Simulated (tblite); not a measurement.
Species: C6H10BClO.
Numbering: `[CH3:1][C:2]#[C:3][BH:4][O:5][C@@H:6]([CH3:7])[CH2:8][Cl:9]` (hydrogens: H10, H11, H12 on C1; H13 on B4; H14 on C6; H15, H16, H17 on C7; H18, H19 on C8)

Computed with GFN2-xTB (tblite), gas phase: L-BFGS steps from a force-field or distance-geometry start until the largest atomic force falls under 0.01 eV/Å.

The end geometry, which sets the zero of energy:
```
atom  x, y, z in Å
C1      3.6010   -0.2824    0.9366
C2      2.4360   -0.4954    0.1084
C3      1.4752   -0.6845   -0.5968
B4      0.2430   -0.9056   -1.4601
O5     -0.9596   -0.3978   -1.1735
C6     -1.2379    0.3883   -0.0343
C7     -2.3276    1.3949   -0.3870
C8     -1.6805   -0.5629    1.0808
Cl9    -1.9171    0.3091    2.6064
H10     4.3676   -1.0215    0.7044
H11     4.0042    0.7138    0.7539
H12     3.3331   -0.3640    1.9901
H13     0.2917   -1.5448   -2.4438
H14    -0.3272    0.9114    0.2933
H15    -2.6107    1.9649    0.4934
H16    -3.1989    0.8704   -0.7723
H17    -1.9655    2.0770   -1.1517
H18    -0.9122   -1.3181    1.2525
H19    -2.6246   -1.0435    0.8227
```

Problem. These geometries come from the run, each turned onto the end geometry. Order them by energy, lowest first.
A.
```
atom  x, y, z in Å
C1      3.6987   -0.3307    0.9332
C2      2.5197   -0.4862    0.0965
C3      1.5233   -0.6381   -0.6287
B4      0.2872   -0.8117   -1.5268
O5     -1.0159   -0.7437   -1.0606
C6     -1.2679    0.2011   -0.0371
C7     -2.3226    1.2381   -0.4229
C8     -1.8207   -0.5050    1.1922
Cl9    -2.0573    0.7794    2.4049
H10     4.4241   -1.1119    0.6600
H11     4.1644    0.6620    0.7857
H12     3.4471   -0.4688    1.9994
H13     0.4286   -0.7479   -2.7083
H14    -0.3378    0.7361    0.2092
H15    -2.5710    1.7748    0.5002
H16    -3.2193    0.7180   -0.7475
H17    -1.9829    1.9295   -1.1893
H18    -1.1079   -1.2303    1.5950
H19    -2.7999   -0.9554    0.9679
```
B.
```
atom  x, y, z in Å
C1      3.6775   -0.3293    0.9128
C2      2.5105   -0.4107    0.0630
C3      1.5419   -0.5051   -0.6495
B4      0.2874   -0.7846   -1.4604
O5     -0.9410   -0.4357   -1.0820
C6     -1.2762    0.3661    0.0265
C7     -2.3548    1.3374   -0.4429
C8     -1.7588   -0.5520    1.1527
Cl9    -1.9894    0.3625    2.6599
H10     4.3897   -1.1077    0.6378
H11     4.1625    0.6408    0.8067
H12     3.3885   -0.4646    1.9556
H13     0.3061   -1.3767   -2.4712
H14    -0.3903    0.9093    0.3833
H15    -2.6720    1.9902    0.3634
H16    -3.2074    0.7764   -0.8172
H17    -1.9618    1.9282   -1.2663
H18    -1.0098   -1.3204    1.3553
H19    -2.7124   -1.0147    0.8955
```
C.
```
atom  x, y, z in Å
C1      3.6699   -0.3510    0.9144
C2      2.4943   -0.4832    0.0808
C3      1.5259   -0.5366   -0.6444
B4      0.3035   -0.7305   -1.5349
O5     -0.9521   -0.4904   -1.1179
C6     -1.2726    0.2852    0.0234
C7     -2.3351    1.2815   -0.4430
C8     -1.7910   -0.5422    1.2126
Cl9    -2.0194    0.5531    2.5946
H10     4.3996   -1.1139    0.6402
H11     4.1048    0.6378    0.7520
H12     3.4067   -0.4732    1.9674
H13     0.4536   -1.0779   -2.6556
H14    -0.3692    0.8198    0.3684
H15    -2.6530    1.9190    0.3806
H16    -3.1875    0.7248   -0.8221
H17    -1.9399    1.8663   -1.2717
H18    -1.0795   -1.2937    1.5562
H19    -2.7688   -0.9857    1.0219
```
D.
```
atom  x, y, z in Å
C1      3.6709   -0.3468    0.9133
C2      2.4989   -0.4378    0.0722
C3      1.5469   -0.5024   -0.6679
B4      0.2939   -0.7442   -1.4913
O5     -0.9408   -0.4547   -1.0735
C6     -1.2748    0.3399    0.0441
C7     -2.3484    1.3075   -0.4467
C8     -1.7732   -0.5520    1.1821
Cl9    -1.9920    0.4572    2.6296
H10     4.3909   -1.1191    0.6329
H11     4.1204    0.6375    0.7756
H12     3.3903   -0.4688    1.9617
H13     0.3636   -1.2667   -2.5397
H14    -0.3923    0.8892    0.4159
H15    -2.6774    1.9887    0.3302
H16    -3.1966    0.7294   -0.8119
H17    -1.9251    1.8977   -1.2549
H18    -1.0351   -1.3244    1.4038
H19    -2.7302   -1.0208    0.9477
```
E.
```
atom  x, y, z in Å
C1      3.6780   -0.3125    0.9168
C2      2.4922   -0.4534    0.1012
C3      1.5050   -0.5908   -0.5797
B4      0.2733   -0.8532   -1.4315
O5     -0.9519   -0.4021   -1.1497
C6     -1.2748    0.3858   -0.0252
C7     -2.3685    1.3778   -0.4089
C8     -1.7395   -0.5578    1.0884
Cl9    -1.9872    0.3413    2.5985
H10     4.4121   -1.0733    0.6480
H11     4.1205    0.6729    0.7675
H12     3.4227   -0.4267    1.9709
H13     0.3525   -1.5129   -2.3991
H14    -0.3804    0.9199    0.3273
H15    -2.6406    1.9728    0.4584
H16    -3.2432    0.8386   -0.7664
H17    -2.0123    2.0341   -1.1990
H18    -0.9825   -1.3199    1.2821
H19    -2.6855   -1.0312    0.8232
```

Solution. E (0.006 eV), B (0.034 eV), D (0.064 eV), C (0.142 eV), A (0.732 eV).

In the order of the answer:

| step | E above end (eV) | largest force (eV/Å) | rms force component (eV/Å) | rms distance from end (Å) | rms bond change (Å) | bond most changed (Å) |
| --- | --- | --- | --- | --- | --- | --- |
| 43 | 0.006 | 0.05 | 0.018 | 0.075 | 0.001 | C8–Cl9 +0.002 |
| 25 | 0.034 | 0.16 | 0.040 | 0.131 | 0.002 | C8–Cl9 +0.005 |
| 19 | 0.064 | 0.16 | 0.066 | 0.162 | 0.002 | C8–Cl9 +0.005 |
| 12 | 0.142 | 0.42 | 0.116 | 0.213 | 0.004 | B4–H13 +0.009 |
| 1 | 0.732 | 2.84 | 0.594 | 0.298 | 0.017 | B4–O5 +0.049 |

The cost below is that of the whole relaxation. The run took 2.4 s of wall time on an Intel Xeon at 2.50 GHz with one thread, shared host with 64 logical CPUs at a one-minute load of 63.
